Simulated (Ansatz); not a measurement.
Pb(OMe)(NH2) (CH5NOPb), SMILES C[O][Pb][NH2] (connectivity only; charge and spin as stated), neutral, multiplicity 1.

Geometry: PBE0-D3(BJ)/def2-SVP. The def2 effective core potentials stand for the cores of Pb; spin–orbit coupling is left out. Other conformers were not sampled.

Two levels are set side by side: PBE/def2-SVPD (Ansatz, a program for electronic structure) and CAM-B3LYP/def2-SVPD (Ansatz). Energy differences of separate SCF runs at the same geometry; the states with an electron removed or added have multiplicity 2 and 2. Differences are taken from unrounded values.

```json
[
 {"quantity": "vertical ionisation energy (eV)", "PBE": "8.43"},
 {"quantity": "vertical singlet–triplet gap (eV)", "PBE": "3.32"}
]
```

These are the PBE values. What does CAM-B3LYP give? (Estimate from the structure and the level; the computed values follow.)


```csv
quantity,CAM-B3LYP,PBE minus CAM-B3LYP
vertical ionisation energy (eV),8.95,-0.51
vertical singlet–triplet gap (eV),3.62,-0.30
```
